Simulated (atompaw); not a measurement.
## promethium: one change to a PAW (atompaw) potential, before and after

atompaw 4.2.0.5 input, output lines left out:

```
Pm 61
LDA-PW scalarrelativistic loggrid 2001 logderivrange -4 5 226
6 6 5 4 0 0
6 1 0
5 2 0
4 3 5
0 0 0
c
c
c
c
c
v
c
c
c
v
v
c
c
v
v
3
3.00 2.65 3.00 1.60
y
2.05
n
n
y
0.9
n
y
3.85
n
custom polynom2 7 10 vanderbiltortho besselshape
4 1 vpsmatchnc
3.00
3.00
2.60
3.00
2.65
2.65
1.85
1.85
```

Change: all radii scaled by about 1.11 (s 3.34, p 2.88, d 2.94, f 2.06 bohr); local potential vpsmatchnc scheme with l = 4 at 1 Ry, radius 3.34 bohr; augmentation besselshape compensation charge, radius 2.94 bohr; PAW radius 3.34 bohr; waves and projectors: custom polynom2 7 10 vanderbiltortho; core correction smooth core density matched at 1.78 bohr.

Cutoffs: the cutoffs (Ry, on a coarse ladder) from which the occupation-weighted sum of valence levels, in a spherical-Bessel basis at the reference potential, stays within 10 and 1 mRy of its value at 400 Ry; they do not see the model core or the augmentation charge, which bear on the density cutoff.

Problem. What does the change do?

Solution. The potential gets softer (50 Ry and 230 Ry → 25 Ry and 80 Ry); both files keep a bound ghost (s). A larger radius leaves more room for a smooth pseudo-wave, so fewer plane waves are needed.

```tsv
quantity	base	changed
cutoff, loose	50 Ry	25 Ry
cutoff, tight	230 Ry	80 Ry
loose cutoff by channel (10 mRy a level)	s 6 Ry, p 12 Ry, f 25 Ry	s 6 Ry, p 10 Ry, f 21 Ry
bound ghosts	s	s
lowest overlap eigenvalue by channel	s 0.25, p 0.67, d 0.89, f 0.99	s 0.45, p 0.67, d 0.87, f 0.98
```

 A true bound ghost makes a file unfit for plane-wave use even where its test errors are small: the radial tests pick states by their node count and pass the ghost by. The cutoffs see the waves, projectors and local potential, not the compensation charge or the core.
